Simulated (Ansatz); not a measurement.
```yaml
atoms:
  - { symbol: C, position_ang: [0.0000, 0.0000, -0.6962] }
  - { symbol: O, position_ang: [0.0000, 0.0000, 0.5221] }
```

Basis set: cc-pVDZ (spherical functions). Frozen core: 2 orbitals. Charge 0, multiplicity 1.

Computed with Ansatz (development build ahead of 0.2.0); each method stands on the lowest determinant of its kind that the runs found. Restricted open shells among the atoms or ions are ROHF, correlated in semicanonical orbitals with singles.

**Question.** Give the atomization energy at this shape (free ground-state atoms in the same class of orbitals less the molecule, no zero-point energy) of singlet CO by RHF-MP2, RHF.

**Answer.**

```csv
method,atomization energy
RHF-MP2,10.77 eV
RHF,6.93 eV
```

Caution: the shape is not the minimum.
